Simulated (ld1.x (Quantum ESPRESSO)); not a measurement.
## What the settings do to the TM potential of boron (B)

Base potential:

* Element: B
* Generator: ld1.x (Quantum ESPRESSO) 7.5
* Type: norm-conserving Troullier–Martins (Kleinman–Bylander form)
* Functional: PBEsol
* Relativity: non-relativistic
* Frozen core: [He]
* Valence charge: 3
* Reference configuration: 2s2 2p1
* Partial waves: 2p (bound): rc 1.95 bohr; 3d channel at 0.3 Ry: rc 1.90 bohr; 2s (bound): rc 1.30 bohr
* Local potential: the s channel
* Core correction: none

Cutoffs, loose and tight: the cutoffs (Ry, on a coarse ladder) from which the occupation-weighted sum of valence levels, in a spherical-Bessel basis at the reference potential, stays within 10 and 1 mRy of its value at 400 Ry. They do not see the model core or the augmentation charge, which bear on the density cutoff. Test errors are all-electron minus pseudo excitation energies from the reference, over the configurations 2s2 2p0; 2s1 2p0; 2s2 2p0.5; 2s1 2p1; 2s1 2p2; 2s2 2p1.3; 2s0 2p3. A dash means not determined; rows that change the core or the reference have their own tests.

Cutoffs are not given where the Bessel-basis levels miss the radial ones by over 6 mRy, ghosts where they miss by over 20 mRy; a channel whose overlap is not positive is not tested.

| change | outcome | cutoff, loose | cutoff, tight | bound ghosts | largest test error (meV) |
| --- | --- | --- | --- | --- | --- |
| base | generated | 25 Ry | 55 Ry | none | +98 |
| local potential all-electron potential smoothed inside 1.00 bohr (lloc = -1) | generated | 25 Ry | 55 Ry | none | +102 |
| wave 2p (bound): rc 1.95 bohr becomes 2p (bound): rc 2.56 bohr | generated | 21 Ry | 55 Ry | none | +165 |
| wave 3d channel at 0.3 Ry: rc 1.90 bohr becomes 3d channel at 0.3 Ry: rc 1.70 bohr | generated | 25 Ry | 55 Ry | none | +98 |
| all radii scaled by about 1.19 (s 1.54, p 2.32, d 2.26 bohr) | generated | 18 Ry | 50 Ry | none | +132 |
| reference 2s1 2p2 | generated | 25 Ry | 50 Ry | none | +143 |
| functional LDA (PZ) | generated | 25 Ry | 55 Ry | none | +134 |
| core correction a·sin(br)/r model core inside 1.06 bohr | generated | 25 Ry | 55 Ry | none | +64 |

Q: What comes out with this change to the base: wave 2s (bound): rc 1.30 bohr becomes 2s (bound): rc 1.48 bohr?

A: outcome: generated; cutoff, loose: 25 Ry; cutoff, tight: 50 Ry; bound ghosts: none; largest test error (meV): +98.

Q: What comes out with this change to the base: type ultrasoft; waves now 2s (bound): rcut 1.15, rcutus 1.30 bohr; 2s channel at -0.05 Ry: rcut 1.15, rcutus 1.30 bohr; 2p (bound): rcut 1.70, rcutus 1.95 bohr; 2p channel at 4.4 Ry: rcut 1.70, rcutus 1.95 bohr; 3d channel at 0.3 Ry: rcut 1.65, rcutus 1.90 bohr; local potential all-electron potential smoothed inside 1.30 bohr (lloc = -1); augmentation PSQ, inside the norm-conserving radii?

A: outcome: generated, overlap not positive; bound ghosts: not determined (overlap not positive); largest test error (meV): +52. A file whose overlap is not positive is unfit for use, and its test errors describe a broken file.
